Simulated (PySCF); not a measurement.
**Correlation energy of In (indium, neutral)**

[Kr] 4d10 5s2 6s1, 2S determinant (an excited configuration). All numbers are calculated (PySCF 2.14, the spin-free X2C one-electron Hamiltonian (Gaussian nucleus), in aug-cc-pVQZ-DK3 (9s8p6d3f2g, 102 functions)). Frozen: [Kr] 4d10; 3 electrons correlated.

MP2 pair energies summed by pair of shells (mhartree):

| pair | energy | share (%) |
| --- | --- | --- |
| 5s-5s | -24.03 | 82.8 |
| 5s-6s | -4.98 | 17.2 |

Total MP2 correlation energy: -29.01 mhartree.

Same-spin part -1.91 and opposite-spin part -27.10 mhartree; SCS-MP2 scales them by 1/3 and 6/5 to -33.16 mhartree.
